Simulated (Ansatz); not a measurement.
Molecule: sum formula Si₂NH₄Cl₃, net charge 0, singlet state. 
Coordinates optimised at B3LYP-D3(BJ)/def2-TZVP (Ansatz, a program for electronic structure):
```xyz
10

Si     2.6201    -0.6247     0.4986
N      1.2606    -0.3492    -0.5654
Si    -0.3336     0.0720    -0.1945
Cl    -0.8627     1.8824    -0.9902
Cl    -1.6750    -1.2960    -0.9145
Cl    -0.4829     0.1639     1.8414
H      3.7640    -0.9325    -0.3878
H      2.9183     0.5756     1.3077
H      2.3690    -1.7622     1.4083
H      1.4632    -0.4525    -1.5511
```

Computed values are from Ansatz. Correlated levels leave the core frozen unless marked. UHF or UKS for open shells. Spin-orbit coupling is left out. No relativistic terms. CBS(X,Y): correlation extrapolated as X^-3; Hartree-Fock from the larger set.

The atomisation energy De comes out as 3346.6 kJ/mol at CCSD(T)/CBS(aug-cc-pV(T+d)Z,aug-cc-pV(Q+d)Z) and the total energy comes out as -2014.8035 Eh at CCSD(T)/CBS(aug-cc-pV(T+d)Z,aug-cc-pV(Q+d)Z). The dipole moment comes out as 1.85 D at CCSD(T)/aug-cc-pV(D+d)Z and the T1 diagnostic is 0.010 at CCSD/aug-cc-pV(Q+d)Z.
